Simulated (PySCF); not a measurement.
Compound: C₂H₁₂N₄Si₃.
Atom-mapped SMILES: `[CH3:1]/[N:2]=[CH:3]/[SiH:4]1[NH:5][SiH2:6][NH:7][SiH2:8][NH:9]1`

Geometry (PBE0-D3(BJ)/def2-SVP, Å), atoms numbered from 1 in this order:
```
atom  x, y, z in Å
C1     3.8374    0.5590   -0.4419
N2     2.4844    0.2869   -0.0490
C3     1.7775   -0.5215   -0.7290
Si4    0.0050   -0.8265   -0.1390
N5    -0.1372    0.1210    1.3057
Si6   -1.6767    0.5797    1.9410
N7    -2.8267   -0.0185    0.7673
Si8   -2.7632    0.0643   -0.9719
N9    -1.1101   -0.2886   -1.3726
H10    4.1606    0.0068   -1.3469
H11    3.9532    1.6405   -0.6203
H12    4.5151    0.3104    0.3913
H13    2.2050   -1.0248   -1.6276
H14   -0.2005   -2.2824    0.1182
H15    0.7195    0.6363    1.5116
H16   -1.7114    2.0639    2.1465
H17   -2.0581   -0.0542    3.2429
H18   -3.6483   -0.4759    1.1510
H19   -3.7727   -0.9235   -1.4699
H20   -3.1167    1.3938   -1.5676
H21   -0.7247    0.0938   -2.2302
```

NICS is the negative of the GIAO shielding at a point without a nucleus: at the ring centre (0) and 1 Å above and below it (1); zz is the component along the ring normal. Level: GIAO PBE0/pcSseg-1 (PySCF, non-relativistic, gas phase) on the PBE0-D3(BJ)/def2-SVP geometry, one conformer.

Ring bond lengths (Å), with Mayer bond orders in brackets: Si4–N5 1.734 (0.99), N5–Si6 1.727 (0.98), Si6–N7 1.749 (0.92), N7–Si8 1.742 (0.94), Si8–N9 1.737 (0.96), N9–Si4 1.748 (0.94).

Give the NICS values of each ring in ppm.

```csv
ring,type,NICS(0),"NICS(1), two faces","NICS(1)zz, two faces",rms pucker (Å),"centre to ring atoms, mean (Å)"
Si4–N5–Si6–N7–Si8–N9,6-membered ring with 3 N and 3 Si; formal bonds all single,-2.4,-0.6 / -1.8,4.5 / 3.6,0.25,1.69
```

What do they say, and how far can they be read as aromaticity?

- Si4–N5–Si6–N7–Si8–N9: mean NICS(1)zz 4.1 ppm, deshielded. Si4, Si6, Si8 have four or more neighbours; no verdict on aromaticity is drawn.

What is the mean of the two in-plane components of NICS at the second NICS(1) probe listed for ring Si4–N5–Si6–N7–Si8–N9, 1 Å off the ring?

The isotropic value is a third of the trace: (3 × -1.8 − (3.6))/2 = -4.5 ppm.

How do the values depend on the level or the medium?

```tsv
level	NICS(0), Si4–N5–Si6–N7–Si8–N9	mean NICS(1)zz, Si4–N5–Si6–N7–Si8–N9
PBE0/pcSseg-1, gas	-2.4	4.1
wB97X-D/pcSseg-1, gas	-2.3	4.1
```

The geometry is the same throughout.

Time: 66 s; peak memory 1.2 GiB. Hardware: AMD EPYC 7R43, one thread, on a shared host. This is the whole shielding run at PBE0/pcSseg-1, SCF included.
